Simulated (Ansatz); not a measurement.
Relaxation of ClH6NSSi2 (11 atoms, charge 0, multiplicity 1), to a largest force component of 0.02 eV/Å in at most 40 steps.

Method: RKS B3LYP-D4/STO-3G (Ansatz).

```xyz
11
Properties=species:S:1:pos:R:3
N -1.021 1.573 -0.132
Si -0.209 0.191 -0.503
Si 1.377 -0.407 1.033
S -1.685 -1.258 -0.638
Cl 0.598 0.403 -2.389
H -1.579 1.907 -0.984
H -1.762 1.396 0.545
H 2.053 -1.704 0.678
H 0.814 -0.531 2.446
H 2.506 0.601 1.151
H -1.026 -2.226 -1.185
```

Task: Where does it end, and by what steps?

Result: The forces met the threshold. Limits of this set-up: minimal basis. After 31 steps the energy has fallen by 1.053 eV; H7 moved furthest, 1.43 Å.

| step | energy less start (eV) | largest force component (eV/Å) | accepted |
| --- | --- | --- | --- |
| 0 | 0.0000 | 4.212 | yes |
| 2 | -0.8078 | 0.900 | yes |
| 4 | -0.8790 | 0.192 | yes |
| 6 | -0.8929 | 0.239 | yes |
| 8 | -0.8950 | 0.079 | yes |
| 10 | -0.8861 | 1.098 | no |
| 12 | -0.9048 | 0.503 | yes |
| 14 | -0.9153 | 0.374 | yes |
| 16 | -0.9432 | 0.506 | yes |
| 18 | -0.9923 | 0.613 | yes |
| 20 | -1.0188 | 0.399 | yes |
| 22 | -1.0464 | 0.140 | yes |
| 24 | -1.0511 | 0.021 | yes |
| 26 | -1.0521 | 0.062 | yes |
| 28 | -1.0528 | 0.046 | yes |
| 30 | -1.0532 | 0.031 | yes |
| 31 | -1.0533 | 0.013 | yes |

```xyz
11
Properties=species:S:1:pos:R:3
N -1.237 1.421 0.024
Si -0.316 0.025 -0.474
Si 1.282 -0.431 1.076
S -1.776 -1.479 -0.858
Cl 0.736 0.407 -2.324
H -1.981 1.720 -0.646
H -0.667 2.270 0.239
H 2.095 -1.538 0.631
H 0.658 -0.785 2.330
H 2.123 0.726 1.278
H -0.852 -2.394 -1.257
```

The run took 89 s on 1 thread of Arm Neoverse V1, on a shared host, peak memory 0.14 GiB.
